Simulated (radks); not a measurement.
Spherical jellium clusters: N electrons in a uniform positive sphere of charge N and radius rs N^(1/3), rs = 5.06 bohr. Method: non-relativistic Kohn-Sham, LDA (Slater exchange, Perdew-Wang correlation), spin-polarised, spherical densities; computed with a radial shooting solver with Libxc functionals. Levels are named by radial order and angular momentum (1s, 1p, 1d, 2s, ...), and open shells are averaged over m.

N = 3, configuration 1s2 1p(up 1, down 0). This is the lowest configuration that the search found. Occupied and some empty levels:

| level | occupation | eigenvalue (eV) | <r> (bohr) |
|---|---|---|---|
| 1s up | 1 | -3.2017 | 5.266 |
| 1s down | 1 | -2.9551 | 5.246 |
| 1p up | 1 | -1.9393 | 6.787 |
| 1p down | 0 | -1.6887 | 6.917 |
| 1d up | 0 | -0.62612 | 8.826 |
| 2s up | 0 | -0.59837 | 10.05 |
| 2s down | 0 | -0.49548 | 10.58 |
| 1d down | 0 | -0.43738 | 9.334 |

Energy (eV): total -4.55150, kinetic 3.6029, external -39.027, Hartree 19.104, exchange-correlation -8.3667, background 20.135.

Electron density:

| r (bohr) | n(r) (e/bohr^3) |
|---|---|
| 0.248 | 0.002949 |
| 0.873 | 0.002932 |
| 1.50 | 0.002890 |
| 2.12 | 0.002811 |
| 2.75 | 0.002681 |
| 3.37 | 0.002488 |
| 3.99 | 0.002229 |
| 4.62 | 0.001913 |
| 5.24 | 0.001564 |
| 5.87 | 0.001211 |
| 6.49 | 0.0008872 |
| 7.11 | 0.0006161 |
| 7.74 | 0.0004084 |
| 8.36 | 0.0002611 |
| 8.99 | 0.0001626 |
| 9.61 | 0.00009916 |
| 10.2 | 0.00005929 |
| 10.9 | 0.00003527 |
| 11.5 | 0.00002078 |
| 12.1 | 0.00001206 |
